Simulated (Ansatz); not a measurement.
Program: Ansatz. Geometries: PBE0-D4/def2-TZVP. ΔE: electronic, gas phase. CCSD(T)/CBS adds triple-zeta CCSD(T) − MP2 to the extrapolated MP2 energy (def2 sets, frozen cores). DFT in def2-TZVPP. For Zn outer-core shells are correlated without core-valence functions, which leaves a few kJ/mol of doubt a bond. Scalar relativity is left out up to krypton. Each species was taken in one conformer, which may not be the lowest.

Reaction (redistribution): `C#C[O][Zn][CH3]` + `F[SiH2]P` → `[CH3][Zn][PH2]` + `C#CO[SiH2]F`

CCSD(T)/CBS gives -55.3 kJ/mol.

Q: Another level gave -53.0 kJ/mol. Which?
A. LC-ωPBE/def2-TZVPP
B. CCSD(T)/def2-TZVPP
C. revPBE-D4/def2-TZVPP
D. BHLYP-D4/def2-TZVPP

A: B. CCSD(T)/def2-TZVPP -53.0, LC-ωPBE -48.3, revPBE-D4 -42.4, BHLYP-D4 -57.3 kJ/mol.

Largest T1 diagnostic among the species: 0.016.

From r2SCAN to r2SCAN0 (25 % exact exchange), in def2-TZVPP and without D4, ΔE moves by −3.8 kJ/mol. Leaving LDA and LC-ωPBE aside and taking each functional with its dispersion term where it has one, the values, not all of them listed here, spread over 15.1 kJ/mol, from ωB97M-V to revPBE-D4. LDA lies −6.2 kJ/mol from PBE without D4. In def2-TZVPP, CCSD(T) changes the Hartree–Fock value by +6.3 kJ/mol (the triples alone add +1.4 kJ/mol) and MP2 by +3.2 kJ/mol.
